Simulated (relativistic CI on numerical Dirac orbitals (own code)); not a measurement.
# Tb IV: what numerical and physical settings do to a radial Dirac CI calculation

Reference input:

```
atom Tb  Z=65  charge=3  electrons=62
nucleus A=159  rms_radius_fm=5.0600
hamiltonian dirac-coulomb  breit=on  qed=on  c_scale=1
orbitals kli  potential=per-configuration
slater_scale 1
correlation none
mixing on
grid step=0.0125 r_max=50.3
scf mixing=0.4 start=green max_iterations=150 tolerance=2e-08 node_fill=0.05
configurations
  [Xe] 4f8
end
```

Computed lowest total energy -11693.26750 Ha, first excitation 2006.9 cm⁻¹, 14 SCF steps. Runs with settings changed; * marks those that are bad on purpose (the QED terms keep the true α when c is scaled):

```
                                                   Changed    Outcome  Lowest level  ΔE (Ha)  First excitation (cm⁻¹)  SCF steps                                                     Message
                          node fill of the KLI weights 0.5  converged      4f8 7F_6   0.0822                   2282.1         16                                                            
                                          Slater scale 0.5  converged      4f8 7F_6    0.169                   2271.7         14                                                            
                                        iteration limit 30  converged      4f8 7F_6        0                   2006.9         14                                                            
grid step 0.008, speed of light × 0.8, SCF tolerance 1e-06  converged      4f8 7F_6     -323                   3139.5         12                                                            
                      configuration list: extra electron *    refused                                                          0  configuration [Xe] 4f8 6s has 63 electrons, the ion has 62
                         node fill of the KLI weights 50 *  converged      4f8 7F_6     1.28                   3302.5         14
```

With so few configurations and no correlation, terms lie too far apart (by 10 to 50 % near neutrality), their order can be wrong, and levels of other configurations are missing.
